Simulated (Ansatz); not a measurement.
Job for Ansatz (a program for electronic structure): R-CCSD(T)/cc-pVQZ on H3O (SMILES [OH3+]). Charge +1.

Ansatz 0.2 input:
```yaml
crystal:
  periodic: [false, false, false]
  atoms:
    - {symbol: O, position_ang: [0.00028102, -0.00071513, 0.09280805]}
    - {symbol: H, position_ang: [-0.58258014, -0.72746854, -0.19825053]}
    - {symbol: H, position_ang: [-0.34090040, 0.86997321, -0.18667325]}
    - {symbol: H, position_ang: [0.92171471, -0.13801093, -0.19826332]}
basis:
  gaussian:
    orbitals: cc-pVQZ
total_charge: 1
magnetization: {spin_polarized: false}
correlation: {method: ccsd_t, electrons: outside_noble_gas}
accuracy: high
phonons: {}
scf: {lower_state_search: off}
```

The head of its log:

```
WARN ansatz: RAYON_NUM_THREADS=2 ignored (pool sized by the plan → 2); use --threads N
Functional definition: HF
these checks for a lower state are left out or cut short: starts, cluster_reference, orbital_swaps, neighbouring_geometries, increment
integrals: 0.83 GiB planned
2491 factors; integrals over basis functions are off by at most 1.7e-9 eV
mean field: 0.44 GiB planned
mean field evaluation 1: about -2071.7587 eV, gradient 6.4e1 eV
mean field evaluation 2: about -2071.7586 eV, gradient 6.4e1 eV
mean field evaluation 4: about -2077.4545 eV, gradient 1.8e0 eV
mean field evaluation 8: about -2077.4661 eV, gradient 1.5e-5 eV
mean field -2077.46609073 eV, -76.3454706774 hartree, gradient 2.7e-8 eV, S^2 0.000000; 0 other end points of the search recorded, 0 dependent functions left out
1 core orbitals not correlated
reference -2077.46609073 eV, -76.3454706774 hartree; 4, 4 occupied and 140, 140 virtual orbitals, 2491 factors
densities: 3.45 GiB planned
```

Question: Predict the final total energy.

Answer: -76.6356 hartree (reference determinant -76.3455, T1 diagnostic 0.006).
